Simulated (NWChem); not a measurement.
Molecule: CH2BFO2; SMILES C(B(O)F)=O

```xyz
7

O     -0.6163    -1.9168     0.0941
C      0.1981    -1.0657     0.4126
B     -0.0368     0.5112     0.1644
O     -1.1718     0.9479    -0.4187
F      0.9231     1.3714     0.5522
H      1.1781    -1.3664     0.9096
H     -1.1942     1.9198    -0.5128
```
Atoms are numbered in this order, from 1.

All runs: NWChem. The geometry was optimised at PBE-D3(BJ)/def2-SVP. Vzz is the largest principal value of the second derivative of the potential at the nucleus (NWChem prints the opposite sign); η is the asymmetry. Non-relativistic.

```tsv
level	Vzz O1 (a.u.)	η O1	Vzz B3 (a.u.)	η B3	Vzz O4 (a.u.)	η O4
CAM-B3LYP/def2-TZVP	-2.264	0.71	[?]	0.61	[?]	0.01
CAM-B3LYP/def2-SVP	-2.249	0.64	0.329	0.69	1.271	0.03
PBE/def2-TZVP	-2.153	0.69	0.324	0.66	1.207	0.04
PBE/cc-pVTZ	-2.165	0.68	0.324	0.64	1.208	0.04
```

Some entries are withheld; supply them.


- CAM-B3LYP/def2-TZVP, Vzz B3 (a.u.): 0.364
- CAM-B3LYP/def2-TZVP, Vzz O4 (a.u.): 1.244
